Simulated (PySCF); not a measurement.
Computed shifts of a molecule C3H7FSi, PBE/pcSseg-1 (PySCF), GIAO, gas phase, atoms alike by connectivity averaged where their shifts nearly agree, in ppm (number of nuclei): ¹⁹F: -241.9 (1). ¹³C: 80.1 (1), 15.2 (1), 3.1 (1). ²⁹Si: -64.4 (1). ¹H: 4.60 (1), 4.19 (3), 1.41 (1), 0.79 (1), 0.48 (1). References: ¹⁹F against CFCl3 (σ = 133.6 ppm); ¹³C against TMS (σ = 182.0 ppm); ²⁹Si against TMS (σ = 335.4 ppm); ¹H against TMS (σ = 31.49 ppm), references at their B3LYP-D3(BJ)/def2-TZVP geometries, non-relativistic. Geometry optimised at B3LYP-D3(BJ)/def2-SVP. Other conformers were not sampled.

Q: Pick the molecule that these values belong to.
A. C=C[SiH2]CF
B. C=C(F)C[SiH3]
C. C/C([SiH3])=C/F
D. F[C@H]1C[C@@H]1[SiH3]

A: D, F[C@H]1C[C@@H]1[SiH3]
